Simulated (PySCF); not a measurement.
A structure optimised at PBE-D3(BJ)/def2-SVP, used in a PySCF frequency run:

```xyz
10

O      0.4775    -0.3716     1.6001
Si     0.2039    -0.0623     0.0324
O      0.0382    -1.2724    -1.0451
O      0.8677     1.3415    -0.4445
O     -1.5867     0.4069    -0.1279
H      0.2990    -1.2361     2.0147
H      0.7870    -1.7777    -1.4114
H      1.5812     1.7633     0.0706
H     -1.8046     1.3659    -0.1660
H     -2.0902    -0.0785    -0.8223
```
Charge +1, spin multiplicity 1.

Question: Write its SMILES and formula.

Answer: O[Si](O)(O)[OH2+], H₅O₄Si

Question: What are its rotational constants (standard atomic weights)?

Answer: 3.9982, 3.6746, 3.4052 GHz
